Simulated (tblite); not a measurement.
Start geometry of `C[C@@]([SiH3])(Cl)CC(Cl)Cl` from a force field or distance geometry (Å):
```
atom  x, y, z in Å
C1    -1.082    1.621   -0.130
C2    -0.243    0.345   -0.287
Si3   -1.357   -1.180   -0.526
Cl4    0.685    0.517   -1.839
C5     0.766    0.296    0.917
C6     1.876   -0.763    0.891
Cl7    1.322   -2.345    1.486
Cl8    3.222   -0.230    1.976
H9    -1.685    1.592    0.791
H10   -1.788    1.758   -0.964
H11   -0.463    2.518   -0.082
H12   -2.404   -0.889   -1.556
H13   -0.581   -2.354   -0.957
H14   -2.053   -1.487    0.746
H15    1.251    1.293    0.942
H16    0.206    0.224    1.867
H17    2.321   -0.904   -0.092
```

Question: What comes out of this run: GFN2-xTB geometry optimisation, gas phase (tblite 0.8.0)?

Answer: 
```
atom  x, y, z in Å
C1    -1.105    1.598   -0.137
C2    -0.220    0.366   -0.242
Si3   -1.276   -1.232   -0.469
Cl4    0.720    0.519   -1.783
C5     0.780    0.384    0.909
C6     1.788   -0.748    0.884
Cl7    1.042   -2.270    1.410
Cl8    3.150   -0.385    1.970
H9    -1.718    1.530    0.761
H10   -1.765    1.672   -0.998
H11   -0.508    2.508   -0.083
H12   -2.334   -0.838   -1.400
H13   -0.471   -2.280   -1.078
H14   -1.860   -1.579    0.823
H15    1.340    1.324    0.879
H16    0.228    0.352    1.851
H17    2.202   -0.909   -0.114
```

The energy falls by 16.1 kJ/mol over 57 L-BFGS steps, the largest force on an atom goes from 1.04 to 0.009 eV/Å, and the atoms move by 0.140 Å rms after alignment. The bond that changes most is C2–C5 (sp3 C–Cl carbon to chain CH2 carbon), which shortens by 0.046 Å. Bonds longer at the end by more than 0.005 Å: 1 of 16; shorter: 12. Among the angles that change most is C2–Si3–H12, from 109.9° to 104.3°. Among the dihedrals that turn most is C1–C2–Si3–H13, from 168° to 158°. Rotational constants go from 1337, 632.3, 521.7 to 1363, 681.4, 553.9 MHz. The orientation of the end geometry is arbitrary; only internal coordinates are fixed.

Time: 1.1 s of wall time. Hardware: Arm Neoverse N1, one thread, no GPU (shared host).

Its GFN2-xTB frequencies are all real (lowest 30 cm⁻¹). One conformer, not necessarily the lowest.

These are computed values.
